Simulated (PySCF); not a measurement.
Gas-phase reaction: 3 Ga(CH₃)₃ + CH₄ + CH₃CCl₃ → 3 Ga(CH₃)₂Cl + 2 C₃H₈

Energies from PySCF, thermal terms from the rigid-rotor harmonic-oscillator model, ideal gas at 1 bar. † marks an energy on the PBE0/def2-TZVP geometry and frequencies; other levels use their own. MP2 and CCSD(T) freeze the core. All species are closed-shell singlets. Ga: all electrons, no relativistic terms. Methyl groups turn as free rotors in Ga(CH₃)₃, Ga(CH₃)₂Cl. Ga(CH₃)₂Cl: computed as isolated molecules; such fragments, hydroxides, amides, oligomers or adducts are transient or little studied in the gas. MP2 isn't extrapolated to the basis-set limit; its ΔH°(298 K) is -541.9 kJ in def2-SVP and -488.8 kJ in def2-TZVPP. CCSD(T) isn't extrapolated to the basis-set limit. The harmonic model lacks anharmonicity and excited electronic states, which grow with temperature; levels with a mode under 35 cm⁻¹ are left out. Internal rotation in CH₃CCl₃, C₃H₈ is treated as a harmonic vibration of one conformer, which makes the entropy rough.

```
level              ΔE electronic, kJ  ΔH°(298 K), kJ  ΔS°(298 K), J/K  ΔG°(1400 K), kJ
-----------------  -----------------  --------------  ---------------  ---------------
BLYP/def2-TZVP†                 -525            -492               28             -516
CCSD(T)/def2-SVP†               -579            -546               28             -569
MP2/def2-SVP†                   -575            -542               28             -566
MP2/def2-TZVPP†                 -522            -489               28             -512
PBE/def2-SVP                    -547            -515               24             -532
PBE0/def2-TZVP                  -541            -508               28             -531
r2SCAN/def2-TZVP†               -536            -503               28             -526
```
ΔH° is lowest at CCSD(T)/def2-SVP† and highest at MP2/def2-TZVPP†. No reference value is set beside these.
